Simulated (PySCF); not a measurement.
Species: C₄H₉O₃Si (doublet state).
Structure used (GFN2-xTB), in Å, numbered top down from 1:
```
atom  x, y, z in Å
C1    -2.8215    1.2421   -0.4876
C2    -2.3997    0.0517    0.2546
O3    -0.9758    0.0129    0.3592
C4    -0.4008   -1.1760    0.4075
O5    -0.9878   -2.2279    0.3790
C6     1.1157   -1.0783    0.5118
O7     1.5598    0.2241    0.3795
Si8    3.0747    0.7946    0.2713
H9    -3.8494    1.5391   -0.4648
H10   -2.0989    1.8212   -1.0231
H11   -2.8256    0.0390    1.2715
H12   -2.7335   -0.8890   -0.2250
H13    1.4021   -1.4946    1.4882
H14    1.5427   -1.7331   -0.2590
H15    3.8631    0.4255    1.4513
H16    3.7565    0.2503   -0.9076
H17    2.7714    2.2107    0.1811
```

The hyperfine couplings belong to this conformer and change with its torsions.

As a line formula: `[CH2]COC(=O)CO[SiH3]` [radical].

Method: PySCF 2.14.0, UKS B3LYP, pcH-1 on C H O Si, non-relativistic, mean-field spin-orbit, GIAO. Geometry: GFN2-xTB, one conformer, isolated molecule. The geometry wasn't refined by DFT: couplings that depend on bond lengths, twists or pyramidal angles can differ widely from those at the functional's own minimum. Stability of the SCF solution: not tested.

Q: Break the g tensor into its mass correction, gauge correction and orbital-Zeeman/spin–orbit terms.

A: 
| Δg (ppm) | 1 | 2 | 3 |
| --- | --- | --- | --- |
| relativistic mass correction | -135 | -135 | -135 |
| gauge correction | 3 | 31 | 18 |
| orbital Zeeman/spin–orbit | -20 | 507 | 722 |
| total | -152 | 403 | 605 |

So g = 2.00217, 2.00272, 2.00292 and g_iso = 2.00260; the tensor is rhombic: the two nearest values differ by 27 % of g3 − g1. Axes: g2 points within 14° of the C1–C2 bond.

Q: At 9.608 GHz, how far is the centre of the isotropic spectrum from where a free electron (g = 2.002319) resonates?

A: B = hν/(g μB) with μB/h = 13.99624 MHz/mT gives 342.84 mT for the free electron and 342.79 mT at g_iso, 0.05 mT lower.

Q: What are the electron Larmor frequencies g μB B/h along the three axes at 350 mT?

A: 9.8080, 9.8107, 9.8117 GHz for g1, g2 and g3, a range of 3.7 MHz.

Q: How much does each term add to the isotropic shift?

A: The orbital-Zeeman/spin–orbit term 403, the mass correction -135 and the gauge correction 17 ppm, for a total of 285 ppm. The orbital-Zeeman/spin–orbit term is the largest in size. The mass correction is the same along every axis, so the anisotropy comes from the other two: their spans along these axes are 28 (gauge) and 742 ppm (orbital Zeeman/spin–orbit).

Q: In a frozen sample, at which fields do the three g values resonate at 9.5, 34, 94 and 263 GHz (hyperfine left aside), and which band first spreads them over more than twice a line width of 0.3 mT?

A: 
| band | GHz | B(g3) mT | B(g2) mT | B(g1) mT | spread mT |
| --- | --- | --- | --- | --- | --- |
| X | 9.5 | 338.88 | 338.92 | 339.01 | 0.13 |
| Q | 34.0 | 1212.84 | 1212.96 | 1213.30 | 0.46 |
| W | 94.0 | 3353.14 | 3353.48 | 3354.41 | 1.27 |
| J | 263.0 | 9381.66 | 9382.61 | 9385.21 | 3.55 |

The spread grows in proportion to the frequency. W band is the first where it exceeds 0.6 mT.

The largest Mulliken spin populations are on C1 (+1.08) and C2 (-0.09). C1 is the only atom above +0.15. The positive populations add up to 1.18 and the negative ones to -0.18, together 2S = 1. The angles at C1 add up to 360.0°, so it is planar; its axial dipolar tensor and the negative couplings of its protons fit spin in a p orbital normal to that plane.

The HOMO–LUMO gaps are 5.93 eV among the α and 5.88 eV among the β orbitals.
